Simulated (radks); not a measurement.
Ca, 20 electrons, occupied as [Ar] 4p2 (not the ground configuration).

Calculated with a radial shooting solver on a logarithmic mesh with Libxc functionals: scalar-relativistic Kohn-Sham, SCAN, spin-unpolarised, spherical densities, finite nucleus; meta-GGA in the generalised Kohn-Sham scheme; Fermi nuclear charge, rms radius 3.4776 fm.

Energy parts (hartree):
total: -680.42290
kinetic: 685.07971
electron-nucleus: -1613.79947
Hartree: 284.49727
exchange-correlation: -36.20041

Orbitals (lengths in bohr, moments of r in powers of bohr; <r^-3> diverges for s and p1/2):
orbital  occ.  eigenvalue (hartree)      <r^4>  <r^-3>
1s          2             -145.9094  0.0001632       -
2s          2             -15.58338    0.04331       -
2p          6             -12.57113    0.03664   187.5
3s          2              -1.89841      3.814       -
3p          6              -1.16132      6.160   19.46
4p          2              -0.08724       1412  0.9145

The highest occupied level is 4p at -2.374 eV. The density falls to 0.001 e/bohr^3 at r = 5.50 bohr.
